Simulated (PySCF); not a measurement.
# Induced dipoles and field energies

Compound: C₇H₇PSi.
Structure used (GFN2-xTB), in Å, numbered top down from 1:
```
atom  x, y, z in Å
C1     3.7665   -1.2624    0.0565
C2     2.7462   -0.6347    0.1523
C3     1.5347    0.0845    0.2637
C4     0.3651   -0.5222   -0.1787
C5    -0.8994    0.0489   -0.1308
Si6   -2.4037   -0.9148   -0.7427
C7    -1.0716    1.3346    0.3849
C8    -0.0558    2.1229    0.8753
P9     1.6222    1.6917    0.9586
H10    4.6592   -1.8073   -0.0249
H11    0.4598   -1.5206   -0.5905
H12   -3.2116   -0.0354   -1.5911
H13   -1.9392   -2.0758   -1.5024
H14   -3.1965   -1.3476    0.4121
H15   -2.0774    1.7381    0.3966
H16   -0.3061    3.1091    1.2494
```

Level: PBE0/def2-SVPD (PySCF); nuclei fixed, core orbitals frozen in the response. Permanent dipole (-1.261, -0.260, -0.300) D (1 au = 2.5417 D). Static polarisability (au):

```
x   184.10 -10.20  11.44
y   -10.20 136.82  21.55
z    11.44  21.55  91.57
```

Only the terms in μ and α are kept: μ(F) = μ + αF and ΔE = −μ·F − ½ F·αF.

A field of 0.01 au (0.514 V/Å) is applied along each axis in both senses. Find the induced dipole, the size of the total dipole and the two energy terms.

```json
{"field along": "+x", "induced x (D)": "4.679", "induced y (D)": "-0.259", "induced z (D)": "0.291", "total size (D)": "3.458", "−μ·F (kJ/mol)": "+13.026", "−½F·αF (kJ/mol)": "-24.168"}
{"field along": "−x", "induced x (D)": "-4.679", "induced y (D)": "0.259", "induced z (D)": "-0.291", "total size (D)": "5.970", "−μ·F (kJ/mol)": "-13.026", "−½F·αF (kJ/mol)": "-24.168"}
{"field along": "+y", "induced x (D)": "-0.259", "induced y (D)": "3.478", "induced z (D)": "0.548", "total size (D)": "3.567", "−μ·F (kJ/mol)": "+2.686", "−½F·αF (kJ/mol)": "-17.961"}
{"field along": "−y", "induced x (D)": "0.259", "induced y (D)": "-3.478", "induced z (D)": "-0.548", "total size (D)": "3.961", "−μ·F (kJ/mol)": "-2.686", "−½F·αF (kJ/mol)": "-17.961"}
{"field along": "+z", "induced x (D)": "0.291", "induced y (D)": "0.548", "induced z (D)": "2.327", "total size (D)": "2.266", "−μ·F (kJ/mol)": "+3.099", "−½F·αF (kJ/mol)": "-12.021"}
{"field along": "−z", "induced x (D)": "-0.291", "induced y (D)": "-0.548", "induced z (D)": "-2.327", "total size (D)": "3.157", "−μ·F (kJ/mol)": "-3.099", "−½F·αF (kJ/mol)": "-12.021"}
```

For the field (-0.0020, 0.0100, -0.0050) au, what is the induced dipole, and what angle does it make with the field?

αF = (-1.341, 3.256, -0.674) D, at 18.5° to the field. The polarisability along this direction, F·αF/F², is 117.75 au, against a mean of 137.49 au.

Which field along μ doubles the dipole in that direction (linear response)?

The polarisability along the dipole is 180.56 au, so F = 0.5201 au / 180.56 au = 0.0029 au = 0.15 V/Å; higher-order terms are ignored.

What field makes μF equal to kT at 100 K?

kT = 0.3167 × 10⁻³ Eh, so F = 0.000609 au = 3.13 MV/cm.

Induction energy −ᾱe²/2R⁴ of a unit charge at 9 Å, the molecule taken as a point?

R = 17.01 bohr, so the energy is −137.5/(2 × 17.01⁴) Eh = -2.16 kJ/mol. The charge–dipole term at its most favourable orientation, −μe/R², is -4.72 kJ/mol.

Isolated species at its GFN2-xTB geometry, gas phase.
